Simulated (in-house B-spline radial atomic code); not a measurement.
Checks on a self-consistent run for Sb IV (Sb3+), [Kr] 4d10 5s2. Level of theory: Dirac-Hartree-Fock, average of configuration, Fermi nucleus of rms radius 4.6802 fm; calculated with an all-electron radial atomic-structure program (B-spline basis).

```tsv
orbital	q	ε (Eh)	<1/r>	<r²>	small-component weight
1s1/2	2	-1128.13966	54.3242	0.00109357	0.035163
2s1/2	2	-176.04853	12.6478	0.0176257	0.0074949
2p1/2	2	-164.28439	12.591	0.0131391	0.0074782
2p3/2	4	-154.99071	11.6955	0.0144288	0.0071298
3s1/2	2	-36.88891	4.50022	0.123495	0.0022002
3p1/2	2	-32.03603	4.39852	0.118788	0.0021332
3p3/2	4	-30.27200	4.18223	0.126867	0.0020422
3d3/2	4	-21.80991	4.01868	0.108279	0.0019119
3d5/2	6	-21.44847	3.96242	0.110668	0.0018843
4s1/2	2	-7.56734	1.7489	0.70961	0.00057814
4p1/2	2	-5.84254	1.63223	0.797512	0.00051743
4p3/2	4	-5.51337	1.5675	0.849198	0.00049239
4d3/2	4	-2.72683	1.30857	1.18731	0.00036056
4d5/2	6	-2.67731	1.28993	1.21734	0.00035255
5s1/2	2	-1.53960	0.620539	4.80087	9.6779e-05
```

Electron-electron repulsion V_ee = 2368.0896 hartree.

Task: What total energy follows from the eigenvalues?

Result: The eigenvalues count the repulsion twice, so E = Σqε - V_ee = -4110.700 - 2368.090 = -6478.790 hartree; the run printed -6478.790.

Task: Does the Dirac virial theorem hold?

Result: For a point nucleus E = -2c²Σq·w, with w the small-component weight. Here Σq·w = 0.17249 and c = 137.0360, so the ratio E/(-2c²Σq·w) is 1.000052; the finite nucleus accounts for the departure from 1.

Task: What diamagnetic shielding (Lamb formula) and susceptibility (Langevin formula) do the radii give?

Result: σ = (α²/3)Σq<1/r> = 307.531/(3·137.036²) = 5458.8 ppm, and χ = -0.79199×10⁻⁶·Σq<r²> = -23.98×10⁻⁶ cm³/mol with Σq<r²> = 30.277 bohr². Both are non-relativistic formulas without the paramagnetism of open shells; for so heavy an element the full relativistic shielding is larger by tens of per cent.
